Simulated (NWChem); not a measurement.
MoNH2SOCl; SMILES [NH2][Mo](=[O])(=[S])[Cl]

```xyz
7

Mo     0.2295     0.0825     0.0814
O      1.0252     0.2109     1.5374
S     -1.2644     1.5668    -0.0906
Cl    -0.7029    -1.9864    -0.1045
N      1.5037     0.3587    -1.3050
H      2.5044     0.2435    -1.1538
H      1.3085     0.7933    -2.2042
```
Atoms are numbered in this order, from 1.

Computed with NWChem. Coordinates come from a PBE0/def2-SVP optimisation. No frequency run checked for a minimum. def2 effective core potentials on Mo; no spin-orbit coupling.

For level B3LYP/STO-3G (all-electron, non-relativistic):

- highest occupied level (eV) = -3.97
- orbital gap (eV) = 4.63
- dipole (D) = 3.75

### Question
Estimate the same quantities for level B3LYP/def2-SVP (core potentials).

### Answer
| Property | Result |
|---|---|
| highest occupied level (eV) | -7.50 |
| orbital gap (eV) | 4.37 |
| dipole (D) | 3.86 |
